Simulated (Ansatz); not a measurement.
`B[SiH2]F` + `OCF` → `BOCF` + `F[SiH3]` at 500 K and 1 bar (cleavage of the B–Si bond).

Calculated with Ansatz (gas phase, PBE0-D4/def2-TZVP geometries, no zero-point term in ΔE). CCSD(T)/CBS adds triple-zeta CCSD(T) − MP2 to the extrapolated MP2 energy (def2 sets, frozen cores). This one scheme is used for every species. One conformer a species, not always the lowest.

```json
{"species": "`B[SiH2]F`", "CCSD(T)/CBS energy (Eh)": "-416.08532", "H − E (kJ/mol)": "136.3", "S (J/(mol·K))": "334.6"}
{"species": "`OCF`", "CCSD(T)/CBS energy (Eh)": "-214.81254", "H − E (kJ/mol)": "142.5", "S (J/(mol·K))": "286.9"}
{"species": "`BOCF`", "CCSD(T)/CBS energy (Eh)": "-240.23545", "H − E (kJ/mol)": "181.4", "S (J/(mol·K))": "330.8"}
{"species": "`F[SiH3]`", "CCSD(T)/CBS energy (Eh)": "-390.72345", "H − E (kJ/mol)": "94.1", "S (J/(mol·K))": "267.5"}
```

H − E and S are ideal-gas, rigid-rotor, harmonic terms from PBE0-D4/def2-TZVP, for one conformer and one mirror image of each species. 1 Eh = 2625.50 kJ/mol, R = 8.31446 J/(mol·K).

Task: By hand: ΔE, ΔH, ΔS and ΔG.

Result: ΔE = (-240.23545) + (-390.72345) − (-416.08532) − (-214.81254) = -0.06104 Eh = -160.3 kJ/mol. Δ(H − E) = 181.4 + 94.1 − 136.3 − 142.5 = -3.3, so ΔH = -163.6 kJ/mol. ΔS = 330.8 + 267.5 − 334.6 − 286.9 = -23.2 J/(mol·K). ΔG = -163.6 − 500 × (-23.2)/1000 = -152.0 kJ/mol.

Task: By hand: the equilibrium constant, and the temperature at which ΔG would vanish if ΔH and ΔS stayed fixed.

Result: log₁₀ K = −ΔG/(RT ln 10) = 15.9. ΔG = 0 at ΔH/ΔS = 7052 K, far beyond where these terms or the molecules hold.

ΔH outweighs TΔS. A doubt of 5 kJ/mol in ΔE shifts log₁₀ K by 0.5 here. Other conformers and mirror images would add mixing entropy, several J/(mol·K) or more a flexible species. These are equilibria of isolated gas molecules and say nothing of rates. Largest T1 diagnostic: 0.013 (customary marks: 0.02 for closed shells, 0.045 for open ones).
